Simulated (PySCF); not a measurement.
Excitations are Tamm–Dancoff values on a coarser integration grid. The basis has no diffuse functions, so Rydberg states are missing or too high.

Species: Cl4Ge, SMILES `[Cl][Ge]([Cl])([Cl])[Cl]` (charge 0, multiplicity 1).

### Question
Estimate the S1 excitation (TDA), dipole moment and brightest of the four lowest singlets (TDA) that M06-2X/def2-TZVP // PBE0-D3(BJ)/def2-SVP (PySCF) returns for this input.

### Answer

```yaml
S1 excitation (TDA): 6.59 eV
dipole_moment: 0.00 D
brightest of the four lowest singlets (TDA): 7.26 eV
```
